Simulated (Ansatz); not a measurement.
Relaxation of AlH6NOSi (10 atoms, charge 0, multiplicity 1), to a largest force component of 0.03 eV/Å in at most 50 steps.

The calculation used Ansatz 0.2.0, RKS B3LYP-D4/6-31G*.

```xyz
10
Properties=species:S:1:pos:R:3:forces:R:3
Al -0.073 0.493 -0.949 -0.09 -0.04 0.04
N 1.461 0.044 1.719 0.21 0.32 -0.73
H 1.390 0.730 2.470 0.00 -0.02 -0.01
H 2.072 -0.703 2.050 -0.05 0.03 -0.02
H 1.953 0.513 0.937 -0.13 -0.30 0.70
O -1.534 -0.429 -0.899 0.07 0.02 0.02
Si -2.850 -1.412 -0.853 -0.02 -0.02 -0.01
H -2.640 -2.558 0.077 0.00 0.01 0.00
H -4.060 -0.669 -0.402 0.01 0.01 0.01
H -3.138 -1.969 -2.206 0.00 -0.01 0.00
```

**Question.** Where does it end, and by what steps?

**Answer.** The forces met the threshold. After 13 steps the energy has fallen by 0.361 eV; H4 moved furthest, 1.39 Å.

```
step  energy less start (eV)  largest force component (eV/Å)  accepted
   0                  0.0000                           0.731       yes
   1                 -0.0496                           0.733       yes
   2                 -0.0613                           1.311       yes
   3                 -0.1242                           0.350       yes
   4                 -0.1406                           0.289       yes
   5                 -0.2057                           0.298       yes
   6                 -0.2671                           0.364       yes
   7                 -0.3088                           0.355       yes
   8                 -0.3302                           0.753       yes
   9                 -0.3525                           0.315       yes
  10                 -0.3520                           0.312        no
  11                 -0.3594                           0.063       yes
  12                 -0.3609                           0.037       yes
  13                 -0.3610                           0.017       yes
```

```xyz
10
Properties=species:S:1:pos:R:3
Al 0.205 0.698 -0.971
N 1.086 0.091 1.134
H 0.464 0.458 1.856
H 1.012 -0.926 1.181
H 2.040 0.356 1.378
O -1.091 -0.405 -0.510
Si -2.444 -1.323 -0.534
H -2.303 -2.501 0.375
H -3.637 -0.556 -0.070
H -2.750 -1.854 -1.895
```

Whether the end is a true minimum wasn't checked by a vibrational analysis.

Time of the run: 59 s on 1 thread of AMD EPYC 7R43 64-Core Processor (Zen 3) (shared host), peak memory 0.17 GiB.
